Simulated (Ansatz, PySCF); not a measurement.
Gas-phase reaction (SMILES): CO[SiH](OC)OC [trimethoxysilane] + F (HF) → CO[Si](F)(OC)OC [fluoro(trimethoxy)silane] + [H][H] (H2); hydrogen fluoride cleaves one Si-H bond, a model of a ligand-exchange step.

Each molecule is optimised on its own at B3LYP-D3(BJ)/def2-TZVP (Ansatz, a quantum-chemistry and plane-wave program), one conformer each, not searched for the lowest. Valence correlation only, unless marked. Spin-orbit coupling is left out. No relativistic terms. CBS(X,Y): correlation extrapolated as X^-3; Hartree-Fock from the larger set. The bracket is a focal-point correction in the basis named. Thermal terms are rigid-rotor harmonic-oscillator values from B3LYP-D3(BJ) frequencies (Ansatz or PySCF) at 298.15 K and 1 atm. 1 Eh = 627.5095 kcal/mol.

| species | E, RI-MP2/CBS(aug-cc-pV(T+d)Z,aug-cc-pV(Q+d)Z)+[CCSD(T)-MP2]/aug-cc-pV(T+d)Z (Ansatz) (Eh) | E, B3LYP-D3(BJ)/def2-TZVPD (Ansatz + dftd3) (Eh) | H - E (Eh) |
|---|---|---|---|
| CO[SiH](OC)OC | -634.88286 | -635.82164 | 0.14858 |
| F (HF) | -100.39388 | -100.49389 | 0.01259 |
| CO[Si](F)(OC)OC | -734.15681 | -735.18956 | 0.14425 |
| [H][H] (H2) | -1.17524 | -1.17983 | 0.01336 |

Question: Work out ΔE and ΔH at 298.15 K at the first level, then ΔH at the second.

Answer: 
1. ΔE = [(-734.15681) + (-1.17524)] - [(-634.88286) + (-100.39388)] = -0.05531 Eh = -34.7 kcal/mol at RI-MP2/CBS(aug-cc-pV(T+d)Z,aug-cc-pV(Q+d)Z)+[CCSD(T)-MP2]/aug-cc-pV(T+d)Z.
2. The terms H - E add up to -0.00356 Eh, so ΔH = (-0.05531 + (-0.00356))×627.5095 = -36.9 kcal/mol.
3. At B3LYP-D3(BJ)/def2-TZVPD the same steps give ΔE = -33.8 and ΔH = -36.0 kcal/mol, a shift of +0.9 from the first level.
4. These values are not checked against measurement here, since the tables used lack a sound gas-phase enthalpy of formation for at least one species.
